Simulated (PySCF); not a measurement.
Worked example: chemical shift, span and skew from a shielding tensor

Si(Cl)(F)2(SeH) (ClF2HSeSi), SMILES F[Si](F)(Cl)[SeH]. Atoms are numbered in the order given.

```xyz
6

F     -1.3924    -0.9253    -1.0987
Si    -0.5961    -0.3025     0.1487
F     -0.7021    -1.3554     1.3585
Cl    -1.5373     1.3953     0.7738
Se     1.5137     0.0112    -0.5385
H      1.8643     0.6597     0.7359
```

Coordinates come from a r2SCAN-D4/def2-SVP optimisation. This is a generated structure with no PubChem entry under its InChIKey; it may be hypothetical. One conformer was computed; it need not be the lowest.

GIAO shieldings from PBE/pcSseg-1 run with PySCF, non-relativistic, no solvent. The symmetric part of the tensor of Se5 has the principal values 1733.9, 1934.2, 2269.3 ppm. The same nucleus in Me2Se has σ = 1634.8 ppm at this level (PySCF, at its B3LYP-D3(BJ)/def2-TZVP geometry). Without spin–orbit terms, shifts of atoms bonded to Cl or Br come out too high.

**Question.** Work out the isotropic shielding, the ⁷⁷Se shift against Me2Se, the span and the skew.

**Answer.** 
σ(iso) = (σ11 + σ22 + σ33)/3 = 1979.1 ppm. δ = σ(ref) − σ(iso) = 1634.8 − (1979.1) = -344.3 ppm.
Span Ω = σ33 − σ11 = 535.4 ppm. Skew κ = 3(σ(iso) − σ22)/Ω = 0.25. Tumbling in solution averages the tensor to δ; in a static solid the shielding alone would spread this spin-1/2 line over Ω.
